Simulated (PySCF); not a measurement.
**GeH, CCSD: how much the basis matters**

PySCF, UHF reference; doublet, unpaired electrons π ↑; De to Ge + H without counterpoise correction. Frozen cores follow the default of each basis and core potential.

| basis | relativity | functions | Re (Å) | ωe (cm⁻¹) | De (eV) | frozen orbitals |
| --- | --- | --- | --- | --- | --- | --- |
| cc-pVDZ-PP/cc-pVDZ | scalar-relativistic core potentials | 28 | 1.601 | 1893 | 2.67 | 4 |
| aug-cc-pVDZ-PP/aug-cc-pVDZ | scalar-relativistic core potentials | 41 | 1.602 | 1873 | 2.73 | 4 |
| def2-SVPD | no relativity | 46 | 1.593 | 1925 | 2.75 | 9 |
| def2-TZVPP | no relativity | 62 | 1.590 | 1921 | 2.89 | 9 |
| def2-TZVPPD | no relativity | 71 | 1.589 | 1920 | 2.90 | 9 |

**Question.** How does each smaller set differ from the one with most functions, def2-TZVPPD?

**Answer.** cc-pVDZ-PP/cc-pVDZ: +1.2 pm, -1.4 % in ωe, -0.23 eV in De; aug-cc-pVDZ-PP/aug-cc-pVDZ: +1.3 pm, -2.4 % in ωe, -0.17 eV in De; def2-SVPD: +0.4 pm, +0.3 % in ωe, -0.15 eV in De; def2-TZVPP: +0.1 pm, +0.1 % in ωe, -0.01 eV in De. All at CCSD; the set with most functions is neither the basis-set limit nor always the best. The rows treat relativity differently, so the differences are not basis effects alone.

Correlated steps freeze the inner cores (4 to 9 orbitals); shallow outer-core shells are correlated. Correlated levels converge slowly with the basis: in double zeta they bind strong bonds too weakly, by up to about 1 eV, and carry superposition errors of some tenths. Spin–orbit coupling is left out. The state was picked by a PBE0 search and need not be the measured ground state.
